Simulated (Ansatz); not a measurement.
One change: `O[CH2][SnH3]` becomes `O[CH]([SiH3])[SnH3]`.

Ansatz, PBE0-D4/def2-TZVP geometries, multiplicity 1. Each molecule was computed in one conformer, which needn't be the lowest.

Elements past krypton have def2 core potentials.

```
                               property  `O[CH2][SnH3]`
    HOMO energy (B3LYP/def2-TZVPP) / eV           -6.93
HOMO–LUMO gap (ωB97M-V/def2-TZVPP) / eV           10.79
    HOMO–LUMO gap (PBE/def2-TZVPP) / eV            5.17
    LUMO energy (B3LYP/def2-TZVPP) / eV           -0.14
     LUMO energy (PBE0/def2-TZVPP) / eV            0.13
      HOMO energy (PBE/def2-TZVPP) / eV           -5.79
```

(1) What does the change do to each property? (An estimate is asked.)

Results:

(1) Ansatz gave: 
```csv
property,`O[CH]([SiH3])[SnH3]`,shift
HOMO energy (B3LYP/def2-TZVPP) / eV,-7.00,-0.07
HOMO–LUMO gap (ωB97M-V/def2-TZVPP) / eV,10.65,-0.14
HOMO–LUMO gap (PBE/def2-TZVPP) / eV,5.01,-0.16
LUMO energy (B3LYP/def2-TZVPP) / eV,-0.39,-0.25
LUMO energy (PBE0/def2-TZVPP) / eV,-0.15,-0.28
HOMO energy (PBE/def2-TZVPP) / eV,-5.93,-0.14
```

With PBE0 the HOMO falls by 0.08 eV and the LUMO falls by 0.28 eV, so the gap narrows by about 0.20 eV. PBE moves the HOMO by -0.14 eV and ωB97M-V by -0.03 eV.

B3LYP here is the variant with VWN-RPA as its local correlation; programs differ in this.
